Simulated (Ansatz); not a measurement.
Calculated with Ansatz (gas phase, PBE0-D4/def2-TZVP geometries, no zero-point term in ΔE). CCSD(T)/CBS adds triple-zeta CCSD(T) − MP2 to the extrapolated MP2 energy (def2 sets, frozen cores). One conformer a species, not always the lowest.

Consider the redistribution: `B[SiH](F)Cl` + `O[Si](O)(Cl)N[SiH2]Cl` → `O[Si](O)(Cl)[SiH](F)Cl` + `BN[SiH2]Cl`.

```tsv
species	HF/def2-TZVPP energy (Eh)
`B[SiH](F)Cl`	-874.46868
`O[Si](O)(Cl)N[SiH2]Cl`	-1704.39914
`O[Si](O)(Cl)[SiH](F)Cl`	-1748.23590
`BN[SiH2]Cl`	-830.65115
```

Question: Work out ΔE.

Answer: ΔE = (-1748.23590) + (-830.65115) − (-874.46868) − (-1704.39914) = -0.01923 Eh = -50.5 kJ/mol. CCSD(T)/CBS gives -60.3 kJ/mol.

Largest T1 diagnostic among the species: 0.011.

In def2-TZVPP, CCSD(T) changes the Hartree–Fock value by −9.4 kJ/mol (the triples alone add −2.8 kJ/mol) and MP2 by −9.4 kJ/mol. From PBE to PBE0 (25 % exact exchange), in def2-TZVPP and without D4, ΔE moves by +9.4 kJ/mol.
